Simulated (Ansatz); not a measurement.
C$_{2}$H$_{4}$BCl, singlet, at a GFN2-xTB geometry; MP2/def2-TZVPP (Ansatz, a quantum-chemistry and plane-wave program).

Here is a job for Ansatz.
Ansatz 0.2 input:
```yaml
crystal:
  periodic: [false, false, false]
  atoms:
    - {symbol: B, position_ang: [-0.46286600, -0.00245435, 0.33123960]}
    - {symbol: H, position_ang: [-1.45352441, -0.25674015, 0.90650637]}
    - {symbol: Cl, position_ang: [0.27013778, 1.50177295, 0.61203304]}
    - {symbol: C, position_ang: [0.18443839, -0.99392360, -0.66603128]}
    - {symbol: C, position_ang: [-0.32332371, -2.19500713, -0.94593378]}
    - {symbol: H, position_ang: [1.10117800, -0.71070278, -1.17265763]}
    - {symbol: H, position_ang: [0.13924708, -2.87583313, -1.64373171]}
    - {symbol: H, position_ang: [-1.23160098, -2.54100795, -0.47908637]}
basis:
  gaussian:
    orbitals: def2-TZVPP
magnetization: {spin_polarized: false}
correlation: {method: mp2}
```

Question: Write the output that Ansatz gives for this input, abridged.

Answer: 
```
Functional definition: HF
1129 factors; integrals over basis functions are off by at most 1.0e-3 eV
mean field evaluation 1: about -15299.0877 eV, gradient 2.7e1 eV
mean field evaluation 2: about -15299.2692 eV, gradient 2.7e1 eV
mean field evaluation 4: about -15301.4288 eV, gradient 2.9e0 eV
mean field evaluation 8: about -15301.4602 eV, gradient 1.8e-1 eV
mean field -15301.46032083 eV, -562.3182950883 hartree, gradient 1.5e-6 eV, S^2 0.000000; 0 other end points of the search recorded, 0 dependent functions left out
8 core orbitals not correlated
reference -15301.46032083 eV, -562.3182950883 hartree; 11, 11 occupied and 172, 172 virtual orbitals, 1129 factors
second order -16.52985188 eV of doubles, -0.00000000 eV of singles
Total energy: -15317.99017272 eV, -562.9257559407 hartree
```
